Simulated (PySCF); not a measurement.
## Computed properties of Be(Cl)(GeH3) (BeClGeH3), SMILES [Cl][Be][GeH3]

Be(Cl)(GeH3) (BeClGeH3), SMILES [Cl][Be][GeH3]. Coordinates come from a PBE0-D3(BJ)/def2-TZVP optimisation. Other conformers were not sampled. All values are computed for the isolated molecule unless a solvent is named; none is compared with measurement here.

**Structure.** The optimised structure has C3v symmetry. All 12 harmonic modes at PBE0-D3(BJ)/def2-TZVP (PySCF) are real, so it is a minimum. With heavy atoms numbered as in [Be:1]([Cl:2])[GeH3:3], the shortest bond between them is Be1–Cl2 at 1.801 Å and the longest Be1–Ge3 at 2.191 Å.

**Vibrations.** The strongest infrared lines (harmonic, unscaled, degenerate partners summed) lie at 2133 cm⁻¹ (227 km/mol, H 98 %), 990 cm⁻¹ (215 km/mol, Be 88 %, Cl 11 %), 796 cm⁻¹ (143 km/mol, H 97 %). The softest mode is at 169 cm⁻¹ and the zero-point energy is 16.4 kcal/mol.

**Electronic structure.** r2SCAN/def2-TZVPD (PySCF) places the frontier levels at -7.42 and -1.60 eV, a gap of 5.82 eV, and gives a dipole moment of 0.12 D and a mean polarisability of 66.2 bohr³.

**Excitations.** TDDFT-CAM-B3LYP/def2-SVPD (PySCF) has S1 at 6.13 eV (202 nm, f = 0.122, bright); the most intense of the 10 singlets computed lies at 7.95 eV (f = 0.31). Strengths of degenerate partners are summed. T1 (TDA) is at 4.97 eV. No vertical singlet excitation falls in the visible range (under 3.1 eV).

**NMR.** GIAO shifts at HF/pcSseg-2 (PySCF) (non-relativistic, atoms alike by connectivity averaged): ¹H at 3.1 ppm against TMS. Without spin–orbit terms, shifts of atoms bonded to Cl or Br come out too high.
